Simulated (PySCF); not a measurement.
Co²⁺: ionisation energy

Co²⁺ [Ar] 3d7 (4F) → Co³⁺ [Ar] 3d6 (5D), as a difference of total energies. All numbers are calculated (PySCF 2.14, the spin-free X2C one-electron Hamiltonian (Gaussian nucleus), in x2c-SVPall (5s3p3d1f, 36 functions)). Correlated levels: valence: [Ar] frozen. The calculations carry no spin-orbit coupling.

| method | ionisation energy (eV) |
| --- | --- |
| UHF | 31.460 |
| TPSS | 34.443 |
| LDA | 34.727 |
| MP2 (valence) | 32.771 |
| SCS-MP2 (valence) | 32.741 |

Task: How much does correlation contribute at MP2 (valence)?

Result: 32.771 − (31.460) = 1.311 eV, measured against UHF.

The reference lies between the lowest fine-structure levels, while these numbers refer to the centres of the terms.

Errors of the correlated levels include the incompleteness of this basis and the frozen core.

For comparison: 33.5 ± 0.06 eV (semi-empirical (NIST evaluation); NIST Atomic Spectra Database, ionization energies).
